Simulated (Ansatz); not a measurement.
Species, as SMILES: [B]=O (B-O), doublet.
Atoms: B1, O2. Bonds: B1-O2.

How fast the optimised B1-O2 bond length converges with the basis for several methods (Ansatz, a quantum-chemistry and plane-wave program): deviation from each method's own reference, in Å. References: CCSD(T) 1.2085 Å, the value in def2-QZVPP; HF 1.1792 Å, the value in pcseg-4; MP2 1.2086 Å, the value in aug-cc-pVQZ; PBE 1.2123 Å, the value in pcseg-4; PBE0 1.1983 Å, the value in pcseg-4. Cartesian d functions, on some or all atoms, in 6-31G*; all else is spherical. In correlated methods cores are frozen. Open shells are unrestricted. No added dispersion term, no relativity. The reference of a correlated method is not its basis-set limit, which lies further on.

| basis | functions | CCSD(T) | HF | MP2 | PBE | PBE0 |
|---|---|---|---|---|---|---|
| 6-31G* | 30 | 0.0111 | 0.0077 | 0.0090 | 0.0092 | 0.0086 |
| 6-311+G** | 44 | 0.0047 | 0.0028 | 0.0030 | 0.0033 | 0.0032 |
| pcseg-2 | 60 | 0.0008 | 0.0003 | 0.0004 | 0.0005 | 0.0004 |
| cc-pVTZ | 60 | 0.0049 | 0.0032 | 0.0037 | 0.0031 | 0.0032 |
| def2-TZVPP | 62 | 0.0042 | 0.0023 | 0.0032 | 0.0023 | 0.0023 |
| def2-TZVPPD | 77 | 0.0049 | 0.0025 | 0.0040 | 0.0025 | 0.0025 |
| aug-cc-pVTZ | 92 | 0.0064 | 0.0036 | 0.0056 | 0.0035 | 0.0036 |
| cc-pVQZ | 110 | -0.0003 | 0.0004 | -0.0007 | 0.0001 | 0.0003 |

Mean absolute deviation over 6-311+G**, pcseg-2, cc-pVTZ, def2-TZVPP, def2-TZVPPD, aug-cc-pVTZ: HF 0.0025, PBE0 0.0025, PBE 0.0025, MP2 0.0033, CCSD(T) 0.0043 Å.
